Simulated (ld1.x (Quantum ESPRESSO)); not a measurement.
Ag (Z = 47): one change to a PAW potential, before and after

Ag (Z = 47), PAW, made with ld1.x (Quantum ESPRESSO) 7.5 (LDA (PZ), scalar-relativistic). Core [Ar] 3d10 4s2, reference 4p6 4d9 5s0 5p0 (charge +2). Waves: 5s (bound, empty): rcut 1.85, rcutus 2.45 bohr; 5s channel at 1.5 Ry: rcut 1.85, rcutus 2.45 bohr; 4p (bound): rcut 1.35, rcutus 1.60 bohr; 5p (bound, empty): rcut 1.35, rcutus 1.60 bohr; 4d (bound): rcut 1.75, rcutus 2.10 bohr; 4d channel at 1.4 Ry: rcut 1.75, rcutus 2.10 bohr. Local part: all-electron potential smoothed inside 1.65 bohr (lloc = -1). Core correction: a·sin(br)/r model core inside 0.80 bohr. Augmentation charge: GAUSS, radius 1.30 bohr.

Change: reference 4p6 4d10 5s1 5p0.

Cutoffs: the cutoffs (Ry, on a coarse ladder) from which the occupation-weighted sum of valence levels, in a spherical-Bessel basis at the reference potential, stays within 10 and 1 mRy of its value at 400 Ry; they do not see the model core or the augmentation charge, which bear on the density cutoff. Errors are all-electron minus pseudo energies relative to the spin-unpolarised reference configuration.

Task: What does the change do?

Result: The potential gets neither clearly harder nor softer (35 Ry and 60 Ry → 35 Ry and 60 Ry); both files keep a bound ghost (s); the number of tests that count goes from 9 to 8; the range in which the s phases agree widens (upper end 3.8 → 4.9); the range in which the d phases agree narrows (upper end 4.7 → 2.1).

| quantity | base | changed |
| --- | --- | --- |
| cutoff, loose | 35 Ry | 35 Ry |
| cutoff, tight | 60 Ry | 60 Ry |
| bound ghosts | s | s |
| tests counted (converged, no solver errors) | 9 of 9 | 8 of 9 |
| s: phases at 2.63 bohr within 0.05 rad from the reference energy up to (Ry; the scan ends near 5) | 3.8 | 4.9 |
| p: phases at 2.63 bohr within 0.05 rad from the reference energy up to (Ry; the scan ends near 5) | 2.9 | 3.8 |
| d: phases at 2.63 bohr within 0.05 rad from the reference energy up to (Ry; the scan ends near 5) | 4.7 | 2.1 |
| lowest overlap eigenvalue by channel | s 0.43, p 0.11, d 0.79 | s 0.34, p 0.08, d 0.04 |

Changed file: Tests not counted: 4p6 4d8 5s0 5p0 (solver errors, printed error -2048 eV). A true bound ghost makes a file unfit for plane-wave use even where its test errors are small: the radial tests pick states by their node count and pass the ghost by. Where a test does run into it, the solver fails or the error is huge.
